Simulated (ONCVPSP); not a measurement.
Bi: ONCV pseudisation with LDA (Perdew-Wang 92), fully relativistic reference atom.

Bi (Z = 83), optimised norm-conserving Vanderbilt (ONCV), made with ONCVPSP 4.0.1 (LDA (Perdew-Wang 92), fully relativistic). Core [Kr] 4d10 4f14, reference 5s2 5p6 5d10 6s2 6p3. Waves: 5s+6s: rc 1.55 bohr, ncon 4, nbas 9, qcut 10.1 1/bohr, 2 projectors; 5p+6p: rc 1.50 bohr, ncon 5, nbas 9, qcut 8.4 1/bohr, 2 projectors; 5d: rc 0.96 bohr, ncon 5, nbas 9, qcut 8.4 1/bohr, 2 projectors, debl 1.2 Ha. Local part: polynomial inside 0.85 bohr (lpopt 2, dvloc0 3 Ha). Core correction: Teter function, fcfact 2.25, rcfact 1.15.

Open shells are filled in proportion to 2j + 1.

Does the generator finish with these settings?

Yes, a potential is produced and its reference levels are reproduced.

Estimate the cutoffs (Ha) at which the residual kinetic energy of the hardest occupied pseudo-wave falls to 1 and 0.1 mHa per electron.

284 Ha and 330 Ha.

Does the potential have ghost states?

Ghosts flagged at negative energy: d5/2 at -275.6 eV, d3/2 at -3256.9 eV; GHOST(+) flags only above 600 eV. A true bound ghost makes a file unfit for plane-wave use.

Which valence shell sets the plane-wave cutoff?

5d: 284 Ha for 1 mHa per electron, against 32 Ha for 6s.

Tests: 5s2 5p6 5d10 6s2 6p2; 5s2 5p6 5d10 6s2 6p1; 5s2 5p6 5d10 6s2 6p0; 5s2 5p6 5d10 6s1 6p4. Which has the largest error in its energy relative to the reference configuration, and how large is it?

5s2 5p6 5d10 6s1 6p4, with -1.2 meV (all-electron minus pseudo) on +9.95 eV.
